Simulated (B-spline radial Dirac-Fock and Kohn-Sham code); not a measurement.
ΔSCF core binding energies without Breit or QED terms, calculated with a radial B-spline solver.

A sound run for Cs⁴⁺, configuration [Kr] 4d10 5s2 5p3: The ground state converged in 10 iterations, with total energy -7782.96226 Ha, virial ratio 1.93905 and highest orbital energy -55.51 eV. ΔSCF binding energies: K (1s) 36167.1 eV, L3 (2p3/2) 5075.1 eV, M5 (3d5/2) 778.7 eV.

A second run, with one unsound setting: The ground state had not converged after 2 iterations, with total energy -7779.66604 Ha, virial ratio 1.92354 and highest orbital energy -42.97 eV. ΔSCF binding energies: K (1s) 36279.6 eV, L3 (2p3/2) 5174.5 eV, M5 (3d5/2) 853.8 eV (not all states converged, so these are not final).

```
iter   energy (Ha)        error
   1    -7768.87455882  1.88e+00
   2    -7779.66603759  5.32e-01
```

Q: Which fault fits the second run best?
A. too few iterations
B. too few quadrature points
C. box too small
D. mesh too coarse

A: A. The input had maxit = 2: maxit ends the run before self-consistency.
